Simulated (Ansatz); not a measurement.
`C[SiH]1CO[SiH2]1` → `C1C[SiH2][SiH2]O1`  (isomerisation)

Program: Ansatz. Geometries: PBE0-D4/def2-TZVP. ΔE: electronic, gas phase. CCSD(T)/CBS is the MP2 limit (def2-TZVPP, def2-QZVPP) plus CCSD(T) − MP2 in def2-TZVPP, frozen cores. Functionals use def2-TZVPP. B3LYP here is the variant with VWN-RPA as its local correlation; programs differ in this.

`C[SiH]1CO[SiH2]1`:

```xyz
13

C    -1.703    0.212   -1.084
Si    0.052    0.540   -0.521
C     0.328    0.603    1.386
O     1.214   -0.523    1.582
Si    1.490   -1.188    0.070
H    -1.731   -0.008   -2.153
H    -2.337    1.085   -0.904
H    -2.129   -0.639   -0.549
H     0.607    1.721   -1.243
H    -0.584    0.455    1.974
H     0.813    1.516    1.744
H     2.934   -1.164   -0.299
H     1.047   -2.611   -0.003
```

`C1C[SiH2][SiH2]O1`:

Cartesian coordinates in Å:
```
C 0.239 1.370 0.260
C 0.870 0.147 0.930
Si 0.464 -1.387 -0.113
Si -1.435 -0.300 -0.934
O -1.099 1.126 -0.147
H 0.841 1.673 -0.608
H 0.209 2.220 0.946
H 1.944 0.297 1.065
H 0.430 0.008 1.923
H 1.512 -1.661 -1.136
H 0.269 -2.606 0.714
H -2.769 -0.778 -0.490
H -1.475 -0.109 -2.411
```

```tsv
level	ΔE (kJ/mol)
PBE0-D4	-35.3
ωB97X-V	-36.7
ωB97M-V	-33.2
PBE0	-33.4
B3LYP	-30.7
MP2/def2-QZVPP	-35.4
HF/CBS(def2)	-42.4
CCSD/CBS(def2)	-37.1
```

Problem. What does CCSD(T)/CBS give? (Estimate.)

Solution. Computed: -36.2 kJ/mol. The listed levels differ from it by 0.9, -0.5, 3.0, 2.8, 5.5, 0.8, -6.2, -0.9 kJ/mol.

Largest T1 diagnostic among the species: 0.013.

The D4 term adds −3.9 kJ/mol with B3LYP and −1.9 kJ/mol with PBE0; it sums over pairs of atoms, weighted by their polarisabilities, and B3LYP, whose exchange is more repulsive, gets the larger term. From PBE to PBE0 (25 % exact exchange), in def2-TZVPP and without D4, ΔE moves by −5.0 kJ/mol. In def2-TZVPP, CCSD(T) changes the Hartree–Fock value by +5.2 kJ/mol (the triples alone add +0.9 kJ/mol) and MP2 by +6.4 kJ/mol.
